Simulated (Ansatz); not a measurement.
Cd₂O₂⁺, relaxed as a quartet with UKS r2SCAN-D4/def2-TZVP in Ansatz, starting from the r2SCAN-D4/def2-TZVP geometry of the charge +1 doublet. Force threshold 0.02 eV/Å.

In the def2 sets Cd takes a core potential; there is no spin–orbit coupling. The structure holds one bond between oxygen atoms, so isomers without such links may lie far lower. In the quartet geometry the species has come apart into loosely held pieces. The relaxation made no stability test and no search for a lower SCF solution. At r2SCAN-D4/def2-TZVP a doublet of charge 1 lies 0.10 eV below the quartet, each at its own geometry. That doublet is doubtful there (⟨S²⟩ 1.35, where a pure state has 0.75). The structure comes from a short search, and lower isomers may exist.

Start:

```xyz
4

Cd   -0.574   -1.802   -0.145
Cd    1.505   -0.367    1.095
O    -0.916    0.773   -0.744
O    -0.014    1.396   -0.205
```

```tsv
step	energy (eV)	largest force component (eV/Å)	SCF passes
1	-13217.0802	1.308	54
2	-13217.3604	0.316	20
3	-13217.3957	0.075	21
4	-13217.4090	0.406	21
5	-13217.4140	0.026	21
6	-13217.4144	0.002	23
7	-13217.4145	0.093	22
8	-13217.4157	0.398	27
9	-13217.4181	0.172	21
10	-13217.4189	0.683	28
11	-13217.4252	0.382	21
13	-13217.4276	0.366	14
15	-13217.4278	0.366	13
17	-13217.4279	0.366	13
19	-13217.4280	0.365	14
21 (rejected)	-13217.2687	3.530	27
23	-13217.4373	0.113	28
25 (rejected)	-13217.4065	1.760	29
27	-13217.4429	0.444	29
29	-13217.4481	0.050	24
31 (rejected)	-13217.4495	0.475	29
33	-13217.4517	0.006	24
35	-13217.4531	0.039	22
37	-13217.4543	0.044	23
39	-13217.4551	0.046	24
41	-13217.4552	0.025	22
43	-13217.4552	0.010	24
```

Force components are those of the run's own axes.

End:

```xyz
4

Cd    0.424   -3.367    0.757
Cd    1.029   -0.585    0.796
O    -1.096    2.336   -1.088
O    -0.357    1.616   -0.465
```

Bonds lost: Cd1–O3, Cd2–O4 (atoms count from 1). The end holds 2 separate pieces.

The force fell under the threshold at step 6, but the optimiser went on and released 0.041 eV more. No frequencies were taken in this run, so the end may be a saddle point.

It took 1.8 min on 4 threads of Arm Neoverse V1 on a shared host.
